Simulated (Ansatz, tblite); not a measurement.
Removing an electron: the cluster Ag2O⁻. Total charge -1; doublet. Geometry: PBE-D4/def2-TZVPD. Ansatz, gas phase; energy differences of separate SCF runs; the oxidised species is a singlet (the triplet lies 0.80 eV higher at PBE0-D4/def2-TZVPD).

```tsv
atom	x (Å)	y (Å)	z (Å)
Ag1	-0.836	-0.017	1.261
Ag2	0.453	-0.897	-1.131
O3	0.384	0.914	-0.130
```

In the def2 sets Ag takes a core potential; there is no spin–orbit coupling. The xTB rows come from tblite. The structure comes from a short search, and lower isomers may exist.

| level | −HOMO (eV) | vertical IE (eV) | −LUMO (eV) | HOMO–LUMO gap (eV) | remarks |
| --- | --- | --- | --- | --- | --- |
| GFN1-xTB | – | 4.30 | – | – | – |
| GFN2-xTB | – | 4.65 | – | – | – |
| PBE-D4/def2-TZVPD | -0.69 | 1.52 | -1.30 | 0.61 | HOMO above zero (-1 doublet) |
| r2SCAN-D4/def2-TZVPD | -0.51 | 1.47 | -1.22 | 0.70 | HOMO above zero (-1 doublet) |
| PBE0-D4/def2-TZVPD | -0.20 | 1.31 | -1.84 | 1.64 | HOMO above zero (-1 doublet) |

  A HOMO above zero means that the electron is unbound at that level or that self-interaction error raises the level; the energy of removing that electron tells which. HOMO and LUMO are the levels of the spin that leaves or enters (xTB has no such levels and no spin-polarisation term). Other spin states of the ions may lie lower, which would lower the ionisation energy or raise the affinity. Raw xTB energy differences between charge states are shifted by several eV; the methods need an empirical correction for them.
